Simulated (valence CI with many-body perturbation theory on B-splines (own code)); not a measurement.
# W52+: one-electron terms

Computed by relativistic CI+MBPT: four valence electrons over a frozen Dirac-Fock core [Ar], radial functions for each j: 9 s, 9 p, 10 d, 8 f, 5 g, 3 h, 1 i, with the one-electron correlation potential Σ1 (screened to all orders), the two-electron term Σ2, the three-electron term Σ3, Breit, model QED; selected single and double excitations, second order for the rest (own B-spline code, finite nucleus).

The last digits are not significant, and no measured levels were compared; by estimate large intervals hold to a few tenths of a per cent, small ones and those within an open d or f shell to about a per cent. The list stops below the first excitations out of the core. Only levels of the ground parity were solved; by the run's estimate the other parity begins above the list, which can be wrong where configurations are misplaced.

These are the spectroscopic orbitals of the CI (the correlating ones are not listed), shaped by the core and the other valence electrons. h is the expectation value of the core's Dirac-Fock operator, without the valence repulsion; Σ1 is computed up to l = 3 at one energy for each symmetry, that of its lowest orbital but kept below the first core excitation, so for empty shells it is not the orbital's own correlation shift; Breit and QED include the response of the core.

```tsv
Orbital	h (hartree)	Σ1 (cm⁻¹)	Breit (cm⁻¹)	QED (cm⁻¹)	⟨r⟩ (bohr)
4s1/2	-117.93	-8331	15972	12359	0.3688
5s1/2	-72.528	-3214	7704	6096	0.5989
6s1/2	-49.101	-1617	4219	3410	0.8868
4p1/2	-114.79	-11130	25516	519	0.3622
5p1/2	-70.968	-4034	12568	271	0.5957
6p1/2	-48.218	-1987	6958	156	0.8870
4p3/2	-109.97	-10213	14732	1596	0.3795
5p3/2	-68.616	-3886	7342	811	0.6170
6p3/2	-46.896	-1948	4484	461	0.9127
3d3/2	-196.32	-22007	32232	-2226	0.1659
4d3/2	-105.68	-11058	12235	-636	0.3570
5d3/2	-66.538	-4251	5963	-288	0.6018
3d5/2	-193.41	-19799	17248	-620	0.1697
4d5/2	-104.58	-10436	6534	-66.9	0.3616
5d5/2	-65.985	-3961	3153	-8.4	0.6075
4f5/2	-100.72	-28240	1948	-478	0.3206
5f5/2	-64.202	-10982	850	-224	0.5716
4f7/2	-100.31	-22073	107	-231	0.3227
5f7/2	-63.982	-8601	117	-98.1	0.5742
5g7/2	-62.93		176	-68.5	0.5125
5g9/2	-62.824		-40.1	-6.0	0.5139
```

Among the shells of the start configuration 3d4, Σ1 is largest in size for 3d3/2, where it is 0.051 % of h.

Lowest root of each symmetry, sizes in configuration state functions:

| J | Parity | Roots | Reference | Variational | Second order | Change by selected CI (cm⁻¹) | Change by second order (cm⁻¹) |
| --- | --- | --- | --- | --- | --- | --- | --- |
| 0 | even | 5 | 19 | 7107 | 21432 | -13513 | -1 |
| 1 | even | 4 | 43 | 16974 | 30779 | -11297 | -3 |
| 2 | even | 8 | 61 | 25138 | 45691 | -13150 | -7 |
| 3 | even | 6 | 57 | 24255 | 57934 | -13540 | -18 |
| 4 | even | 7 | 48 | 24859 | 90452 | -12871 | -23 |
| 5 | even | 2 | 29 | 22480 | 10475 | -11604 | -9 |
| 6 | even | 2 | 15 | 18999 | 7393 | -11920 | -6 |
